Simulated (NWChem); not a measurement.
C2H3BFNO; SMILES N#CCB(O)F

```xyz
9

N      0.4081     2.5459     0.0000
C     -0.2694     1.5886     0.0000
C     -0.9794     0.3207     0.0000
B      0.0447    -0.9132     0.0000
O      1.3879    -0.7841     0.0000
F     -0.4711    -2.1465     0.0000
H     -1.6436     0.2439     0.8880
H     -1.6436     0.2439    -0.8880
H      1.6752     0.1506     0.0000
```
Atoms are numbered in this order, from 1.

Level: PBE-D3(BJ)/def2-SVP (NWChem), optimised geometry, unscaled harmonic frequencies. 

```tsv
frequency (cm⁻¹)	IR intensity (km/mol)
74	15.4
119	12.9
330	5.1
350	0.2
429	2.8
447	9.1
551	2.2
620	64.8
767	0.5
816	37.1
959	3.2
993	141.2
1115	2.2
1142	8.5
1307	367.4
1349	16.1
1456	229.6
2287	21.6
2989	3.4
3040	1.6
3684	92.1
```

The zero-point energy is 35.5 kcal/mol, the thermal correction to the enthalpy at 298.15 K (with zero-point energy) is 40.0 kcal/mol and the heat capacity Cv is 21.0 cal/(mol K). The entropy at 298.15 K and 1 atm (symmetry number 1) comes out as 79.0 cal/(mol K) and the dipole moment is 1.74 D.

Rigid rotor and harmonic oscillator; modes under 100 cm⁻¹ make the entropy uncertain.
